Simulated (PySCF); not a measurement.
An equivalent PySCF input for Se⁺ (selenium, charge +1), [Ar] 3d10 4s2 4p3, high-spin 4S determinant, with the non-relativistic Hamiltonian (point nucleus):

```python
from pyscf import gto, scf, dft, mp, cc
import basis_set_exchange as bse
mol = gto.M(atom="Se 0 0 0", charge=1, spin=3, symmetry="D2h",
            basis=gto.basis.parse(bse.get_basis("def2-TZVP", elements=["Se"], fmt="nwchem", header=False)))
mf = dft.UKS(mol, xc="LDA,VWN")
mf.irrep_nelec = {'Ag': (6, 6), 'B1g': (1, 1), 'B2g': (1, 1), 'B3g': (1, 1), 'B1u': (3, 2), 'B2u': (3, 2), 'B3u': (3, 2)}
mf.kernel()
```

It reaches the same state as the run whose output follows, with an energy that differs only through the grid. The run itself started from symmetry-adapted Hartree-Fock orbitals and held the occupation by maximum overlap, on a logarithmic radial grid, so the iterations belong to that start.

```
SCF conv_tol = 1e-09
number electrons alpha = 18  beta = 15
XC functionals = LDA,VWN
    P. A. M. Dirac.,  Math. Proc. Cambridge Philos. Soc. 26, 376 (1930)
    F. Bloch.,  Z. Phys. 57, 545 (1929)
    S. H. Vosko, L. Wilk, and M. Nusair.,  Can. J. Phys. 58, 1200 (1980)
cycle= 1 E= -2397.69298117801  delta_E= -0.0121  |g|= 0.179  |ddm|= 0.216
cycle= 2 E= -2397.69356998229  delta_E= -0.000589  |g|= 0.158  |ddm|= 0.113
cycle= 3 E= -2397.69650005844  delta_E= -0.00293  |g|= 0.00549  |ddm|= 0.0624
cycle= 4 E= -2397.69650939672  delta_E= -9.34e-06  |g|= 5.42e-05  |ddm|= 0.00735
cycle= 5 E= -2397.69650939712  delta_E= -4.01e-10  |g|= 8.39e-07  |ddm|= 3.51e-05
converged SCF energy = -2397.69650939712  <S^2> = 3.750283  2S+1 = 4.0001415
```
